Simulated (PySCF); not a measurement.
## Gas-phase XPS of `[NH3+][GaH2-][F]`, computed

Species: FGaH5N.
Cartesian coordinates in Å at the PBE0-D3(BJ)/def2-SVP level; atoms count from 1:
```xyz
8
FGaH5N angstrom
N      0.964   -0.032    0.060
Ga    -1.156   -0.198   -0.099
F     -1.256    1.401   -0.893
H      1.439   -0.828    0.485
H      1.348    0.104   -0.876
H      1.189    0.801    0.604
H     -1.601   -0.176    1.411
H     -1.310   -1.404   -1.099
```

Computed with delta-SCF UKS SCAN, pcX-2 on the ionised atom, pcseg-1 elsewhere, spin-free X2C (PySCF 2.14.0). Binding energies are ΔSCF values: E(core-ionised, relaxed orbitals) − E(ground state) at a fixed geometry, referred to the vacuum level.

Question: What binding energy does each computed site have?

Answer: 
```
atom(s)                    environment  level  binding energy (eV)  count
     N1  nitrogen bonded to Ga and 3 H   N 1s               407.65      1
     F3          fluorine bonded to Ga   F 1s               689.68      1
```

Question: Which effective nuclear charge Zeff reproduces each element's mean 1s value in the hydrogen-like formula E = 13.606 eV × Zeff²?

Answer: N (Z = 7): mean 407.7 eV, Zeff = 5.47, Z − Zeff = 1.53; F (Z = 9): mean 689.7 eV, Zeff = 7.12, Z − Zeff = 1.88. Means run over the listed sites, weighted by atom count.

No level of gallium is listed. Isolated species at its PBE0-D3(BJ)/def2-SVP geometry, gas phase.
